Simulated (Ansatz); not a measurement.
Ansatz (an electronic-structure program) input (CCSD(T)/def2-SVPD):

Ansatz 0.2 input:
```yaml
crystal:
  periodic: [false, false, false]
  atoms:
    - {symbol: Si, position_ang: [-0.22616666, -0.00386913, -0.74656501]}
    - {symbol: Br, position_ang: [0.07976918, 0.06910528, 1.42134257]}
    - {symbol: N, position_ang: [1.58770873, -0.24708024, -1.30538619]}
    - {symbol: N, position_ang: [-0.63497342, 1.37235197, -1.61718593]}
    - {symbol: N, position_ang: [-1.07144936, -1.36530419, -1.21538620]}
    - {symbol: H, position_ang: [1.64396133, -0.30692492, -2.32421359]}
    - {symbol: H, position_ang: [2.20520408, 0.50945542, -1.00477947]}
    - {symbol: H, position_ang: [-1.60089990, 1.52123349, -1.87589094]}
    - {symbol: H, position_ang: [-0.15397762, 2.25508396, -1.52006489]}
    - {symbol: H, position_ang: [-1.50073663, -1.47144084, -2.12239775]}
    - {symbol: H, position_ang: [-1.35663364, -2.07848406, -0.56217880]}
    - {symbol: H, position_ang: [1.96849251, -1.11321287, -0.91984650]}
basis:
  gaussian:
    orbitals: def2-SVPD
total_charge: 1
magnetization: {spin_polarized: false}
correlation: {method: ccsd_t, electrons: outside_noble_gas}
output: {forces: true}
```

End of the output:

```
the calculation of the forces begins
Total energy: -82424.30069800 eV, -3029.0371814540 hartree
Atom 0 at    -0.226167    -0.003869    -0.746565 Å, force     0.266489     0.069163     0.429198 eV/Å
Atom 1 at     0.079769     0.069105     1.421343 Å, force     0.056428    -0.008795     0.257270 eV/Å
Atom 2 at     1.587709    -0.247080    -1.305386 Å, force    -0.091998     0.038524     0.072509 eV/Å
Atom 3 at    -0.634973     1.372352    -1.617186 Å, force    -0.041872     0.289715    -0.311860 eV/Å
Atom 4 at    -1.071449    -1.365304    -1.215386 Å, force    -0.213465    -0.367374    -0.116953 eV/Å
Atom 5 at     1.643961    -0.306925    -2.324214 Å, force     0.051298    -0.024746    -0.273133 eV/Å
Atom 6 at     2.205204     0.509455    -1.004779 Å, force     0.205118     0.196637     0.060150 eV/Å
Atom 7 at    -1.600900     1.521233    -1.875891 Å, force    -0.316869     0.060635    -0.101928 eV/Å
Atom 8 at    -0.153978     2.255084    -1.520065 Å, force     0.169033     0.303399     0.000946 eV/Å
Atom 9 at    -1.500737    -1.471441    -2.122398 Å, force    -0.132284    -0.042606    -0.313051 eV/Å
Atom 10 at    -1.356634    -2.078484    -0.562179 Å, force    -0.094785    -0.278297     0.216377 eV/Å
Atom 11 at     1.968493    -1.113213    -0.919847 Å, force     0.142906    -0.236255     0.080474 eV/Å
Dipole moment:     0.586026    -0.103180    -1.287542 e Å
```

It need not be the lowest isomer of its formula.
